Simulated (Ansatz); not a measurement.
One geometry of the cluster K₆⁻, several levels of theory.

```yaml
crystal:
  periodic: [false, false, false]
  atoms:
    - {symbol: K, position_ang: [1.190046, 1.083131, -2.849228]}
    - {symbol: K, position_ang: [-1.157837, -1.063572, 2.872433]}
    - {symbol: K, position_ang: [-1.351561, 2.962939, 0.313202]}
    - {symbol: K, position_ang: [-2.798206, -0.870562, -1.187073]}
    - {symbol: K, position_ang: [2.792789, 0.859956, 1.197611]}
    - {symbol: K, position_ang: [1.324769, -2.971892, -0.346954]}
basis:
  gaussian: {orbitals: def2-TZVPD, initial_orbitals: start.molden}
total_charge: -1
magnetization: {spin_polarized: true, initial_magnetization: 1}
hamiltonian: {xc: pbe}
correlation: {method: rpa}
scf: {omitted_lower_state_checks: [starts]}
```

The file start.molden holds the orbitals of an earlier run on this structure, at another level or in another basis.

```sh
$ ansatz run in.yaml --threads 4 --pin off --events-out ev --progress --plain --max-ram 4787MiB
```

Shortened log:

```
Functional definition: PBE
2022 factors; integrals over basis functions are off by at most 1.2e-4 eV
mean field evaluation 1: about -97914.2148 eV, gradient 6.6e0 eV
mean field evaluation 2: about -97914.2758 eV, gradient 1.3e-1 eV
mean field evaluation 4: about -97914.2767 eV, gradient 7.3e-3 eV
mean field evaluation 8: about -97914.2767 eV, gradient 2.7e-6 eV
mean field -97914.27670850 eV, -3598.2833003570 hartree, gradient 2.8e-6 eV, S^2 0.774670; 0 other end points of the search recorded, 0 dependent functions left out
30 core orbitals not correlated: weight in the atoms' cores, before any rotation towards them, 1.000 or more for the frozen orbitals, at most 0.000 for the correlated occupied ones
reference -97822.34202588 eV, -3594.9047630863 hartree; 28, 27 occupied and 158, 159 virtual orbitals, 2022 factors
Total energy: -97867.27503451 eV, -3596.5560206967 hartree
Checks for a lower state left out: starts
```

Hardware: 4 threads of AMD EPYC 7B13 on a shared host. Wall time 16 s, peak host memory 0.88 GiB.

The first input with `correlation: {method: mp2}`, `output: {orbitals: {seedname: orbitals}}` and without the key `hamiltonian` (abridged; 73 s):

```
Functional definition: HF
mean field evaluation 16: about -97823.5052 eV, gradient 1.0e-2 eV
mean field evaluation 32: about -97823.5182 eV, gradient 2.9e-2 eV
mean field -97823.51852698 eV, -3594.9479987043 hartree, gradient 1.1e-8 eV, S^2 2.506795
30 core orbitals not correlated: weight in the atoms' cores, before any rotation towards them, 1.000 or more for the frozen orbitals, at most 0.000 for the correlated occupied ones
second order -27.44303488 eV of doubles, -0.00000000 eV of singles
Total energy: -97850.96156186 eV, -3595.9565116345 hartree
Checks for a lower state left out: starts
```

The first input with `hamiltonian: {xc: r2scan}`, `output: {orbitals: {seedname: orbitals}}` and without the key `correlation` (abridged; 95 s):

```
Functional definition: r2SCAN
mean field evaluation 16: about -97943.2445 eV, gradient 2.0e-5 eV
mean field -97943.24445976 eV, -3599.3478455806 hartree, gradient 4.3e-6 eV, S^2 1.161770
Total energy: -97943.24462494 eV, -3599.3478516508 hartree
Checks for a lower state left out: starts
```

The first input with `output: {forces: true, orbitals: {seedname: orbitals}}` and without the key `correlation` (abridged; 12 s):

```
Functional definition: PBE
mean field -97914.27677388 eV, -3598.2833027595 hartree, gradient 9.6e-6 eV, S^2 0.774670
Total energy: -97914.27681701 eV, -3598.2833043444 hartree
Atom 0 force    -0.009272     0.005663     0.030603 eV/Å
Atom 1 force     0.006187    -0.008319    -0.038066 eV/Å
Atom 2 force     0.008506    -0.025159    -0.019037 eV/Å
Atom 3 force     0.010151     0.012986     0.020990 eV/Å
Atom 4 force    -0.008840    -0.014670    -0.019236 eV/Å
Atom 5 force    -0.006731     0.029499     0.024747 eV/Å
Dipole moment:     0.001335    -0.002019     0.001331 e Å
Checks for a lower state left out: starts
```

As the first input, with `hamiltonian: {xc: pbe0}`, `output: {orbitals: {seedname: orbitals}}` and without the key `correlation` (abridged; 23 s):

```
Functional definition: PBE0
mean field -97921.86425404 eV, -3598.5621375123 hartree, gradient 1.0e-5 eV, S^2 0.789366
Total energy: -97921.86428648 eV, -3598.5621387048 hartree
Checks for a lower state left out: starts
```

As the first input, with `hamiltonian: {xc: hse06}`, `output: {orbitals: {seedname: orbitals}}` and without the key `correlation` (abridged; 24 s):

```
Functional definition: HSE06
mean field -97920.59936197 eV, -3598.5156535863 hartree, gradient 4.8e-6 eV, S^2 0.784242
Total energy: -97920.59940504 eV, -3598.5156551690 hartree
Checks for a lower state left out: starts
```

Geometry: r2SCAN/def2-SVPD.

HSE06 is defined as in plane-wave codes, on full-range PBE exchange. Correlated methods freeze 30 core orbitals; core or outer-core shells of K are correlated, in sets that lack core-valence functions. At MP2/def2-TZVPD, r2SCAN/def2-TZVPD the charge -1 doublet is spin-contaminated (final ⟨S²⟩ up to 2.51, 0.75 for a pure state). Another isomer (doublet) lies 0.02 eV lower at r2SCAN/def2-TZVPD; other spin states weren't run for this one.
